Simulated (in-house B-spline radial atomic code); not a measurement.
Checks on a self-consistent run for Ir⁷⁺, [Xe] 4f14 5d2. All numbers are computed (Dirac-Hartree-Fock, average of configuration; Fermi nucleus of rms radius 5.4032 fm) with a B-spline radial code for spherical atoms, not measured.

```
orbital    q       ε (Eh)     <1/r>         <r²>  small-component weight
  1s1/2    2  -2819.12578    92.133  0.000419552                0.085007
  2s1/2    2   -501.48505   22.5694   0.00635431                0.019417
  2p1/2    2   -479.53126    22.486   0.00452835                0.019449
  2p3/2    4   -419.60756   18.5773   0.00571676                0.017408
  3s1/2    2   -122.56216   8.30061    0.0412261               0.0064703
  3p1/2    2   -112.77988    8.2004    0.0377955               0.0063982
  3p3/2    4    -99.46825   7.19033    0.0442099               0.0058195
  3d3/2    4    -83.35188   7.06649    0.0341765               0.0056743
  3d5/2    6    -80.50335   6.83237    0.0359332               0.0055138
  4s1/2    2    -30.36444   3.47971     0.202221               0.0021358
  4p1/2    2    -26.19800    3.3674     0.207741               0.0020427
  4p3/2    4    -23.01384   3.03441     0.239545               0.0018402
  4d3/2    4    -16.17272   2.82031     0.257166               0.0016356
  4d5/2    6    -15.57293    2.7389     0.269043               0.0015772
  4f5/2    6     -6.81442   2.35262     0.329588               0.0012086
  4f7/2    8     -6.69333   2.32044     0.338483               0.0011842
  5s1/2    2     -7.82767   1.39552      1.04548              0.00051637
  5p1/2    2     -6.34748   1.29231      1.19737              0.00045567
  5p3/2    4     -5.77786   1.18281      1.37592              0.00040214
  5d3/2  0.8     -3.86177  0.968389      1.99274              0.00028277
  5d5/2  1.2     -3.79391  0.945132      2.07486              0.00027195
```

Electron-electron repulsion V_ee = 6354.8658 hartree.

(1) What total energy follows from the eigenvalues?

(2) Does the Dirac virial theorem hold?

(3) What diamagnetic shielding (Lamb formula) and susceptibility (Langevin formula) do the radii give?

Answers

(1) The eigenvalues count the repulsion twice, so E = Σqε - V_ee = -11480.545 - 6354.866 = -17835.411 hartree; the run printed -17835.411.

(2) For a point nucleus E = -2c²Σq·w, with w the small-component weight. Here Σq·w = 0.47473 and c = 137.0360, so the ratio E/(-2c²Σq·w) is 1.000319; the finite nucleus accounts for the departure from 1.

(3) σ = (α²/3)Σq<1/r> = 577.951/(3·137.036²) = 10259 ppm, and χ = -0.79199×10⁻⁶·Σq<r²> = -18.94×10⁻⁶ cm³/mol with Σq<r²> = 23.913 bohr². Both are non-relativistic formulas without the paramagnetism of open shells; for so heavy an element the full relativistic shielding is larger by tens of per cent.
